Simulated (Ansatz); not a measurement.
`[SiH3]/C=C/[SiH3]` + HBr → `[SiH3]/C=C/Br` + SiH₄  (substitution at a C–Si bond)

Gas-phase electronic energies from Ansatz, PBE0-D4/def2-TZVP geometries. CCSD(T)/CBS adds triple-zeta CCSD(T) − MP2 to the extrapolated MP2 energy (def2 sets, frozen cores). This one scheme is used for every species. Double bonds are as drawn, so ΔE can hold a change between cis and trans. DFT in def2-TZVPP. B3LYP here is the variant with VWN-RPA as its local correlation; programs differ in this. For Br outer-core shells are correlated without core-valence functions, which leaves a few kJ/mol of doubt a bond. Scalar relativity is left out up to krypton.

| level | ΔE (kcal/mol) | difference from CCSD(T)/CBS |
| --- | --- | --- |
| PBE-D4 | 8.4 | -1.8 |
| r2SCAN-D4 | 8.9 | -1.3 |
| PBE0-D4 | 9.5 | -0.7 |
| B3LYP-D4 | 9.3 | -0.9 |
| ωB97X-V | 9.5 | -0.7 |
| ωB97M-V | 10.1 | -0.1 |
| B2PLYP | 8.9 | -1.3 |
| PBE | 7.9 | -2.3 |
| r2SCAN | 8.8 | -1.4 |
| PBE0 | 9.1 | -1.1 |
| B3LYP | 8.6 | -1.6 |
| HF/def2-TZVPP | 10.4 | 0.2 |
| MP2/def2-TZVPP | 8.9 | -1.3 |
| SCS-MP2/def2-TZVPP | 8.7 | -1.5 |
| CCSD/def2-TZVPP | 10.0 | -0.2 |
| CCSD(T)/def2-TZVPP | 9.6 | -0.6 |
| HF/def2-QZVPP | 10.6 | 0.4 |
| MP2/def2-QZVPP | 9.2 | -1.0 |
| SCS-MP2/def2-QZVPP | 9.1 | -1.1 |
| HF/CBS(def2) | 10.6 | 0.4 |
| MP2/CBS(def2) | 9.5 | -0.7 |
| CCSD/CBS(def2) | 10.6 | 0.4 |
| CCSD(T)/CBS | 10.2 | 0 |

Largest T1 diagnostic among the species: 0.012.

In def2-TZVPP, CCSD(T) changes the Hartree–Fock value by −0.9 kcal/mol (the triples alone add −0.4 kcal/mol) and MP2 by −1.6 kcal/mol. From PBE to PBE0 (25 % exact exchange), in def2-TZVPP and without D4, ΔE moves by +1.2 kcal/mol.

CCSD(T)/CBS has its own doubt, a few kJ/mol and more with outer-core shells, so smaller differences from it don't rank the levels.
